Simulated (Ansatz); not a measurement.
Total energies of C2H7FGaNO, SMILES `CN[C](O)(F)[GaH2]`.

```xyz
13

C     0.3059   -1.2104    1.0692
N     0.9340   -0.0567    0.4583
C     0.0662    0.8292   -0.2428
O    -1.0349    1.2936    0.4690
F     0.8690    1.9333   -0.5335
Ga   -0.6275    0.0654   -1.9810
H    -0.2018   -1.7984    0.3015
H     1.0778   -1.8412    1.5119
H    -0.4346   -0.9650    1.8407
H     1.5093    0.4647    1.1133
H    -0.7312    1.7103    1.2889
H    -1.0208   -1.4502   -2.0818
H    -0.7115    1.0253   -3.2137
```

The species carries charge 0 and has multiplicity 1. Correlated methods include outer-core shells of Ga, which these sets cover unevenly. Scalar relativity is left out up to krypton. The structure was optimised at the PBE0-D4/def2-TZVP level. It is one conformer, not always the lowest. Basis def2-TZVPP, Ansatz.

RPA on PBE orbitals: Hartree–Fock energy of these orbitals -2231.81150 Eh, correlation -2.00062 Eh (frozen core).

```tsv
functional	energy without D4 (Eh)	D4 term (kJ/mol)
B97M-V	-2234.76033	–
PBE0	-2234.60787	-23.8
r2SCANh	-2235.00091	-7.4
r2SCAN0	-2234.96130	-8.2
HSE06 (plane-wave form)	-2234.59239	-22.1
BHLYP	-2235.00925	-34.0
CAM-B3LYP	-2235.20235	-24.1
LC-ωPBE	-2234.77048	–
ωB97M-V	-2234.98296	–
PBE-QIDH	-2234.22961	–
```

**Question.** Give the same for LDA (SPW92), PBE, revPBE, BLYP, r2SCAN, B3LYP, ωB97X-V, B2PLYP. (An estimate is asked.)

**Answer.** Computed: 
| functional | energy without D4 (Eh) | D4 term (kJ/mol) |
| --- | --- | --- |
| LDA (SPW92) | -2229.81101 | – |
| PBE | -2234.55653 | -28.2 |
| revPBE | -2234.95201 | -88.8 |
| BLYP | -2235.18208 | -62.2 |
| r2SCAN | -2235.02875 | -7.0 |
| B3LYP | -2235.25078 | -45.3 |
| ωB97X-V | -2234.92327 | – |
| B2PLYP | -2234.61022 | – |

B3LYP takes the VWN-RPA correlation (the form of Gaussian; ORCA's B3LYP/G). HSE06 is the plane-wave form, built on full-range PBE exchange. The double hybrids freeze the cores in their second-order part.

LC-ωPBE has ω = 0.4 bohr⁻¹.
